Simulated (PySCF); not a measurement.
## Cd²⁷⁺: ionisation energy

Cd²⁷⁺ [Ar] 3d3 (4F) → Cd²⁸⁺ [Ar] 3d2 (3F), as a difference of total energies. All numbers are calculated (PySCF 2.14, scalar relativity by spin-free X2C-1e, in an uncontracted even-tempered set (18 s from 3.4 bohr⁻², ratio 2.5; 12 p from 4.4 bohr⁻², ratio 2.5; 8 d from 4.4 bohr⁻², ratio 2.5; 4 f from 17 bohr⁻², ratio 2.7; 3 g from 25 bohr⁻², ratio 2.7)). Correlated levels: outer shells: [Ne] frozen; virtual orbitals above 40 to 60 times the deepest correlated orbital energy dropped. The calculations carry no spin-orbit coupling.

| method | ionisation energy (eV) |
| --- | --- |
| UHF | 1476.7 |
| LDA | 1477.0 |
| PBE0 | 1477.2 |
| r2SCAN | 1478.1 |
| M06-2X | 1478.3 |
| BLYP | 1476.8 |
| SCS-MP2 (outer shells) | 1476.7 |

Problem. Estimate what MP2 (outer shells) gives.

Solution. 1477.0 eV, closest to LDA among the rows shown.

Problem. Estimate what PBE gives.

Solution. 1476.8 eV, closest to BLYP among the rows shown.

A first-order spin-orbit estimate (lowest level to lowest level, LS coupling) adds -0.219 eV.

Breit and QED terms and the two-electron picture change are absent.

For comparison: 1477 ± 4 eV (theoretical estimate listed by NIST; NIST Atomic Spectra Database, ionization energies).
